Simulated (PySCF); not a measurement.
Job for PySCF: R-M06-2X/6-31G* on H2OSSi (SMILES O[Si]S), a point of a torsion scan.

```python
from pyscf import gto, scf, dft, mp
from pyscf.data.elements import chemcore

mol = gto.M(
    atom='''
    O    -1.07257445    0.27568982   -0.15046719
    Si   -0.12899171   -0.94536012   -0.67074797
    S     1.45280646   -0.65174090    0.81361330
    H    -1.94491496    0.48380744   -0.46834259
    H     2.40661596   -1.11010667    0.01319401
    ''',
    basis='6-31g*',
    cart=True,
    charge=0, spin=0, verbose=3, max_memory=1800)
mf = dft.RKS(mol, xc='m062x')
mf.conv_tol = 1e-8
mf.max_cycle = 100
mf.kernel()
if not mf.converged:
    mf = mf.newton().run(mf.mo_coeff, mf.mo_occ)
```

The log:

```
converged SCF energy = -764.027177568198
```

The calculation finished and met its thresholds.

Cost: very roughly 6 core-seconds.
